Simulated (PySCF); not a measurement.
PySCF input:

```python
from pyscf import gto, scf, mp, cc as ccmod

mol = gto.M(
    atom='''
    Si   -0.24911664   -0.34554293    0.47556201
    H    -1.03104073   -1.22405466   -0.56426854
    F     0.50207486    0.67351730   -0.67706661
    ''',
    basis='cc-pvdz',
    charge=-1,
    spin=1,
    verbose=4,
)

mf = scf.UHF(mol)
mf.conv_tol = 1e-10
mf.max_cycle = 100
mf.kernel()
mo, _, stable, _ = mf.stability(return_status=True)
if not stable:
    mf.kernel(mf.make_rdm1(mo, mf.mo_occ))
mp2 = mp.MP2(mf, frozen=6).run()
cc = ccmod.CCSD(mf, frozen=6)
cc.max_cycle = 100
cc.kernel()
et = cc.ccsd_t()
print(f'E(CCSD(T)) = {cc.e_tot + et:.9f}')
```

What final total energy does it print?

-389.24626 Eh (CCSD(T)/cc-pVDZ).
